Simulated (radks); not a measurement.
Ionisation of neutral indium, [Kr] 4d10 5s2 5p1, to [Kr] 4d10 5s2 as the strength of local exchange is varied. Calculated with a radial shooting solver on a logarithmic mesh with Libxc functionals: scalar-relativistic Kohn-Sham, Slater X-alpha exchange (alpha = 2/3 is LDA exchange), no correlation, spin-polarised, spherical densities, point nucleus; open shells are filled with parallel spins first (spin-orbit coupling, left out, can overturn this in heavy ions).

| alpha | E(In) (hartree) | exchange (hartree) | IE (eV) | -e of the level emptied (eV) | <r> of it (bohr) |
|---|---|---|---|---|---|
| 0.655 | -5869.16911 | -146.84952 | 4.822 | 2.177 (5p) | 3.871 |
| 0.667 | -5871.86595 | -149.60827 | 4.895 | 2.240 (5p) | 3.844 |
| 0.917 | -5928.33020 | -207.63712 | 6.529 | 3.713 (5p) | 3.397 |
| 0.956 | -5937.18676 | -216.78488 | 6.803 | 3.968 (5p) | 3.341 |
| 1.003 | -5947.87726 | -227.84318 | 7.140 | 4.285 (5p) | 3.278 |

NIST Atomic Spectra Database: 5.786 eV (measured). The Delta-SCF value meets it near alpha = 0.80. Open shells are spherical and high-spin; term and fine-structure splittings are not resolved. Spin-orbit splitting is averaged out at the scalar-relativistic level.
